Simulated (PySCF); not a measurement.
Vertical excitation energies

C5H9NO.
SMILES: `NC(=O)C1CCC1`

Method: TDDFT wB97X-D/def2-SVPD, vertical, gas phase, core orbitals frozen in the response (PySCF 2.14.0, density-fitted response routines). Isolated species at its GFN2-xTB geometry (one conformer only).

Predict the UV-vis stick spectrum at this level.

```json
{"state": "S1", "E (eV)": "5.78", "E (hartree)": "0.2123", "f": "0.0008", "main configurations (H = HOMO, L = LUMO)": "H→L+1 (54%), H→L (28%), H→L+4 (10%)"}
{"state": "S2", "E (eV)": "7.40", "E (hartree)": "0.2718", "f": "0.022", "main configurations (H = HOMO, L = LUMO)": "H→L (41%), H→L+1 (25%), H-1→L (19%)"}
{"state": "S3", "E (eV)": "7.49", "E (hartree)": "0.2754", "f": "0.023", "main configurations (H = HOMO, L = LUMO)": "H-1→L (51%), H-1→L+1 (25%)"}
{"state": "S4", "E (eV)": "7.72", "E (hartree)": "0.2836", "f": "0.159", "main configurations (H = HOMO, L = LUMO)": "H-1→L+1 (61%), H-1→L (9%)"}
{"state": "S5", "E (eV)": "8.24", "E (hartree)": "0.3029", "f": "0.0088", "main configurations (H = HOMO, L = LUMO)": "H→L+2 (51%), H→L+4 (18%)"}
{"state": "S6", "E (eV)": "8.35", "E (hartree)": "0.3067", "f": "0.0063", "main configurations (H = HOMO, L = LUMO)": "H-2→L (31%), H-3→L (17%), H-2→L+1 (14%)"}
{"state": "S7", "E (eV)": "8.36", "E (hartree)": "0.3073", "f": "0.045", "main configurations (H = HOMO, L = LUMO)": "H-2→L (31%), H→L+3 (21%), H→L+4 (21%)"}
{"state": "S8", "E (eV)": "8.46", "E (hartree)": "0.3109", "f": "0.029", "main configurations (H = HOMO, L = LUMO)": "H→L+3 (46%), H-3→L (17%)"}
```

Triplets (Tamm–Dancoff): T1 5.33 eV, H→L+1 (54%), H→L (26%), H→L+4 (10%); T2 5.83 eV, H-1→L+1 (51%), H-1→L (24%), H-1→L+4 (11%); T3 7.29 eV, H-1→L (47%), H-1→L+1 (34%).

The lowest singlet comes at 215 nm (557 kJ/mol) in the ultraviolet; it is very weak; its leading configuration is HOMO→LUMO+1 (54%). The strongest level in the table is S4 at 7.72 eV (161 nm, f = 0.159). Löwdin shares by element: HOMO oxygen 64%, carbon 21% or more, nitrogen 6%; LUMO hydrogen 24% or more, carbon 23% or more (atoms not listed hold the other 53%). The listed states span 2.68 eV, and the widest gap between neighbours is 1.62 eV (S1 to S2). Orbital energies (eV): HOMO-3 -10.74, HOMO-2 -10.67, HOMO-1 -9.83, HOMO -9.26, LUMO 2.09, LUMO+1 2.48, LUMO+2 2.76. Weighted by f, the mean energy of these states is 7.87 eV. Singlets were solved by full linear response, triplets in the Tamm–Dancoff approximation.
